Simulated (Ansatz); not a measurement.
Start from `B[Se][SiH2]C` and change one atom or group to get `B[Se][SiH2][SiH3]`.

Ansatz, PBE0-D4/def2-TZVP geometries, multiplicity 1. Each molecule was computed in one conformer, which needn't be the lowest.

Scalar relativity is left out up to krypton.

| property | `B[Se][SiH2]C` |
| --- | --- |
| LUMO energy (PBE0/def2-TZVPP) / eV | -1.53 |
| HOMO energy (PBE0/def2-TZVPP) / eV | -7.63 |
| LUMO energy (PBE/def2-TZVPP) / eV | -2.44 |
| HOMO–LUMO gap (B3LYP/def2-TZVPP) / eV | 5.69 |
| size of the dipole moment (PBE/def2-TZVPP) / D | 1.63 |
| HOMO–LUMO gap (ωB97M-V/def2-TZVPP) / eV | 10.10 |

Problem. Give the same properties after the change, and the shifts. (Best estimate.)

Solution. The calculation gave: 
| property | `B[Se][SiH2][SiH3]` | shift |
| --- | --- | --- |
| LUMO energy (PBE0/def2-TZVPP) / eV | -1.64 | -0.11 |
| HOMO energy (PBE0/def2-TZVPP) / eV | -7.56 | 0.07 |
| LUMO energy (PBE/def2-TZVPP) / eV | -2.55 | -0.11 |
| HOMO–LUMO gap (B3LYP/def2-TZVPP) / eV | 5.53 | -0.16 |
| size of the dipole moment (PBE/def2-TZVPP) / D | 0.99 | -0.64 |
| HOMO–LUMO gap (ωB97M-V/def2-TZVPP) / eV | 9.83 | -0.27 |

With PBE0 the HOMO rises by 0.07 eV and the LUMO falls by 0.11 eV, so the gap narrows by about 0.18 eV. PBE moves the HOMO by 0.05 eV and ωB97M-V by 0.15 eV. Dipoles are sizes alone; their direction can turn.

B3LYP here is the variant with VWN-RPA as its local correlation; programs differ in this.

Spin–orbit coupling is left out; it splits and shifts lone-pair levels of the heavy atoms by tenths of an eV.
